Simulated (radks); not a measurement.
Problem. The mean radii <r> (bohr) of the occupied orbitals of an atom or ion are listed with their occupations. Calculated with a radial shooting solver on a logarithmic mesh with Libxc functionals: scalar-relativistic Kohn-Sham, PBEsol, spin-unpolarised, spherical densities, finite nucleus; Fermi nuclear charge, rms radius of each element as measured or else 0.836 A^(1/3) + 0.57 fm.

orbital  occ.      <r>
1s          2  0.01716
2s          2  0.07238
2p          6  0.06524
3s          2   0.1872
3p          6   0.1882
3d         10   0.1705
4s          2   0.4152
4p          6   0.4420
4d         10   0.4683
5s          2   0.9512
4f         14   0.5160
5p          6    1.100
5d          8    1.596
6s          1    2.621

Name the element and its charge.

Solution. Z = 78, platinum, charge +1: Pt+ in [Xe] 4f14 5d8 6s1. The 1s radius gives Z: for a bare nucleus <r> = (2 gamma + 1)/(2Z) with gamma = sqrt(1 - (Z/c)^2), 0.01695 bohr for Z = 78, and screening makes it slightly larger (0.01716 here). The occupations add up to 77, and the charge is Z minus that.
